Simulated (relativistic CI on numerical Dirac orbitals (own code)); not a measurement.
One change at a time: Zr18+

Base calculation: Dirac-Coulomb-Breit CI, orbitals from a KLI potential per configuration, a model potential for QED, unscaled Slater integrals.

Configurations in the expansion (outside the closed core [Ne]): 3s2 3p6 3d4, 3s2 3p5 3d5, 3s 3p6 3d5, 3s2 3p6 3d3 4s, 3s2 3p6 3d3 4p, 3s2 3p6 3d3 4d, 3s2 3p6 3d3 4f, 3s2 3p5 3d4 4s, 3s2 3p5 3d4 4p, 3s2 3p6 3d2 4s 4p, 3s2 3p6 3d3 5s, 3s2 3p6 3d3 5p, 3s 3p6 3d4 4s, 3s2 3p6 3d3 5d, 3s2 3p6 3d2 4p 4d, 3s2 3p6 3d3 5g, 3s2 3p6 3d3 6s, 3s2 3p6 3d3 6d, 3s 3p6 3d4 4d, 3s 3p6 3d4 5s, 3p6 3d6, 3p5 3d7, 3s2 3p6 3d2 4s2, 3s2 3p6 3d 4s2 4p, 3s2 3p6 3d 4s2 4d, 3s2 3p6 3d 4s2 4f, 3s2 3p6 3d2 4p2, 3s2 3p6 3d 4s 4p2, 3s2 3p6 3d 4p3, 3s2 3p6 3d 4p2 4d, 3s2 3p6 3d 4p2 4f, 3s2 3p6 3d2 4s 4d, 3s2 3p6 3d 4s 4p 4d, 3s2 3p6 3d 4s 4d2, 3s2 3p6 3d 4s 4d 4f, 3p6 3d5 4s, 3p5 3d6 4s, 3s2 3p6 3d2 4d2, 3s2 3p6 3d 4p 4d2, 3s2 3p6 3d 4d3, 3s2 3p6 3d 4d2 4f, 3s 3p6 3d3 4s2, 3s 3p6 3d2 4s2 4p, 3s 3p6 3d2 4s2 4d, 3s 3p6 3d2 4s2 4f, 3p6 3d4 4s2, 3p5 3d5 4s2, 3p6 3d3 4s2 4p, 3p6 3d3 4s2 4d, 3p6 3d3 4s2 4f. Double excitations out of closed p, d and f shells are left out; levels of such configurations are missing from the list, as are those of other unlisted configurations, and high levels can miss mixing partners. These lack a partner that the ground configuration has and come out too high: 3s2 3p5 3d4 4p.

Variants: (1) QED terms removed; (2) one mean potential for all configurations. Shifts of the energy above 3s2 3p6 3d4 5D_0, in cm⁻¹, for the lowest level and the first level of each name with at least 55 % of one term (blank where a level changes its place among those of its configuration and J or its character, or is not in the variant):

| Level | Base | Δ(1) | Δ(2) |
| --- | --- | --- | --- |
| 3s2 3p6 3d4 5D_0 | 0.0 | 0.0 | 0.0 |
| 3s2 3p6 3d4 5D_1 | 5912.3 | -36.3 | +9.3 |
| 3s2 3p6 3d4 5D_2 | 13221.0 | -68.2 | +17.0 |
| 3s2 3p6 3d4 5D_3 | 20614.8 | -91.7 | +22.4 |
| 3s2 3p6 3d4 5D_4 | 27638.6 | -107.0 | +25.5 |
| 3s2 3p6 3d4 3P_0 | 65996.1 | -21.0 | -18.6 |
| 3s2 3p6 3d4 3H_4 | 72873.9 | -34.9 | -11.0 |
| 3s2 3p6 3d4 3H_5 | 84407.4 | -85.2 | +0.3 |
| 3s2 3p6 3d4 3P_1 | 85622.5 | -79.9 | -10.3 |
| 3s2 3p6 3d4 3F_2 | 90001.8 | -66.0 | -11.4 |
| 3s2 3p6 3d4 3H_6 | 90407.0 | -102.9 | +4.9 |
| 3s2 3p6 3d4 3P_2 | 105694.3 | -112.5 | -5.9 |
| 3s2 3p6 3d4 3F_3 | 109221.3 | -130.6 | +2.9 |
| 3s2 3p6 3d4 3G_5 | 116464.5 | -156.4 | +12.2 |

At this charge energies of transitions that change n are usually good to better than 1 %, and those within a shell (Δn = 0) to a few per cent. Terms inside the open d or f shell come out 10 to 20 % too wide with unscaled integrals.

Ionisation energy from the two ground configurations alone: base 744.674 eV. The NIST ASD value (theoretical) is 745 eV.

LS names give the leading component of a level, which can be under half, so a name can repeat, a term be missing and a line seem to break the LS rules.
